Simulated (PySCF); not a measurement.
Gas-phase reaction: Ga2H6 + 2 F2 ⇌ 2 GaH + 4 HF

Computed with PySCF and rigid-rotor harmonic-oscillator thermochemistry at 1 bar. † marks an energy on the PBE0/def2-TZVP geometry and frequencies; other levels use their own. MP2 and CCSD(T) freeze the core. 6-31G* has spherical d functions here. All species are closed-shell singlets. Ga: all electrons, no relativistic terms. Ga2H6, GaH: computed as isolated molecules; such fragments, hydroxides, amides, oligomers or adducts are transient or little studied in the gas. MP2 isn't extrapolated to the basis-set limit; its ΔH°(298 K) is -783.7 kJ in def2-SVP and -841.4 kJ in def2-TZVPP. CCSD(T) isn't extrapolated to the basis-set limit; its ΔH°(298 K) is -753.8 kJ in def2-SVP and -797.9 kJ in def2-TZVPP. The harmonic model lacks anharmonicity and excited electronic states, which grow with temperature; levels with a mode under 35 cm⁻¹ are left out.

```json
[
 {"level": "CCSD(T)/def2-TZVPP†", "ΔE electronic, kJ": "-808", "ΔH°(298 K), kJ": "-798", "ΔS°(298 K), J/K": "393", "ΔG°(1200 K), kJ": "-1269"},
 {"level": "HF/6-31G*", "ΔE electronic, kJ": "-823", "ΔH°(298 K), kJ": "-811", "ΔS°(298 K), J/K": "394", "ΔG°(1200 K), kJ": "-1285"},
 {"level": "HF/def2-TZVP†", "ΔE electronic, kJ": "-948", "ΔH°(298 K), kJ": "-938", "ΔS°(298 K), J/K": "393", "ΔG°(1200 K), kJ": "-1409"},
 {"level": "MP2/def2-SVP†", "ΔE electronic, kJ": "-794", "ΔH°(298 K), kJ": "-784", "ΔS°(298 K), J/K": "393", "ΔG°(1200 K), kJ": "-1255"},
 {"level": "PBE/def2-TZVP†", "ΔE electronic, kJ": "-743", "ΔH°(298 K), kJ": "-733", "ΔS°(298 K), J/K": "393", "ΔG°(1200 K), kJ": "-1204"}
]
```
ΔH° is lowest at HF/def2-TZVP† and highest at PBE/def2-TZVP†. No reference value is set beside these.
